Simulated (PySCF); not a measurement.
# Spinor energies of Sb³⁺ (antimony, charge +3)

Start: [Kr] 4d10 5s2. Calculated with PySCF 2.14 in x2c-QZVPPall-2c (13s13p9d4f1g, 134 functions): generalised Hartree-Fock with the X2C-1e Hamiltonian and a Gaussian nucleus; one run each with spin-orbit coupling (SO) switched off, then screened by Boettger's factors.

| spinor shell | electrons | ε, spin-free (eV) | ε, screened SO (eV) | weight of nominal j (screened SO) | rms radius, screened SO (bohr) |
| --- | --- | --- | --- | --- | --- |
| 1s1/2 | 2 | -30674.5 | -30671.8 | 1.000 | 0.0325 |
| 2s1/2 | 2 | -4788.3 | -4787.5 | 1.000 | 0.133 |
| 2p1/2 | 2 | -4294.5 | -4469.6 | 1.000 | 0.115 |
| 2p3/2 | 4 | -4294.5 | -4215.1 | 1.000 | 0.120 |
| 3s1/2 | 2 | -1003.5 | -1003.3 | 1.000 | 0.351 |
| 3p1/2 | 2 | -838.51 | -871.79 | 1.000 | 0.345 |
| 3p3/2 | 4 | -838.51 | -823.33 | 1.000 | 0.356 |
| 3d3/2 | 4 | -587.68 | -593.53 | 1.000 | 0.329 |
| 4s1/2 | 2 | -205.88 | -205.84 | 1.000 | 0.843 |
| 4p1/2 | 2 | -152.81 | -159.03 | 1.000 | 0.893 |
| 4p3/2 | 4 | -152.81 | -149.98 | 1.000 | 0.922 |
| 4d3/2 | 4 | -73.428 | -74.248 | 1.000 | 1.09 |
| 4d5/2 | 6 | -73.428 | -72.866 | 1.000 | 1.10 |
| 5s1/2 | 2 | -41.882 | -41.883 | 1.000 | 2.19 |

(1) Where does 3d5/2 lie, and what is the 3d spin-orbit splitting (screened SO)?

```csv
quantity,spin-free,screened SO
E (hartree),-6475.45621,-6477.13044
M_J,0,0
⟨J²⟩,0.000,0.000
⟨L²⟩,0.000,0.019
⟨S²⟩,0.000,0.019
```

Breit and QED terms are absent; they matter most for the inner s and p1/2 levels.

Densities and radii are taken from the X2C orbitals without a picture-change correction, which distorts them close to the nucleus.

Without spin-orbit coupling the j labels of p, d and f shells carry no meaning; the spin-free column gives the mean over the occupied spinors of each nl shell.

Answers

(1) At -583.59 eV, 9.938 eV above 3d3/2.
